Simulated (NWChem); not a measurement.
Molecule: C₄H₄ClF; SMILES C(/Cl)=C/C=C\F

```xyz
10

F     -0.2886    -2.9673     0.0000
C      0.7327    -2.1168     0.0000
C      0.5615    -0.7899     0.0000
C     -0.7309    -0.1411     0.0000
C     -0.9491     1.1827     0.0000
Cl     0.3030     2.3695     0.0000
H      1.7035    -2.6196     0.0000
H      1.4605    -0.1696     0.0000
H     -1.6182    -0.7806     0.0000
H     -1.9523     1.6122     0.0000
```
Atoms are numbered in this order, from 1.

Results from NWChem. Pople sets run with spherical d functions. Geometry: optimised at PBE0/def2-SVP. Solvent water, SMD (1 M gas to 1 M solution), gas-phase geometry.

Problem. Order these runs by computing time, cheapest first, and give rough ratios: PBE0/STO-3G; PBE0/6-31G*; PBE0/6-311++G**.

Solution. PBE0/STO-3G (1), PBE0/6-31G* (4), PBE0/6-311++G** (10). Ratios are rough, from one shared machine; the cheapest took roughly 6 core-seconds. What differs between the cheapest and the dearest: solvation free energy (kcal/mol) 1.8 → -0.6; dipole in solution (D) 2.23 → 0.75.
